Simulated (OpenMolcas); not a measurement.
B2H2F2 (SMILES FBBF): name the method

The species is B2H2F2 (6 atoms), meant as a singlet with charge 0. As SMILES, `FBBF`. Geometry: relaxed at GFN2-xTB. This is one conformer, not always the lowest.

```xyz
6

F    -1.3917    1.0188   -0.7880
B    -0.1696    0.7512   -0.3737
B     0.1692   -0.7509    0.3740
F     1.3889   -1.0141    0.7977
H     0.5978    1.6248   -0.5776
H    -0.5947   -1.6298    0.5676
```

A calculation with OpenMolcas 26.06 gave:

```json
{
 "total energy": "-250.6374 Eh",
 "dipole moment": "0.01 D",
 "HOMO energy": "-9.71 eV",
 "LUMO energy": "-1.90 eV",
 "HOMO–LUMO gap": "7.81 eV",
 "largest force": "0.677 eV/Å"
}
```

Which of these levels gave the numbers?
A. SVWN5/def2-SVPD
B. M06-2X/6-311+G**
C. B3LYP/6-31G* (spherical functions)
D. B3LYP/6-31G* (Cartesian functions)

B. The others give -248.6227 Eh (SVWN5/def2-SVPD), -250.6514 Eh (B3LYP/6-31G* (Cartesian functions)), -250.6483 Eh (B3LYP/6-31G* (spherical functions)).
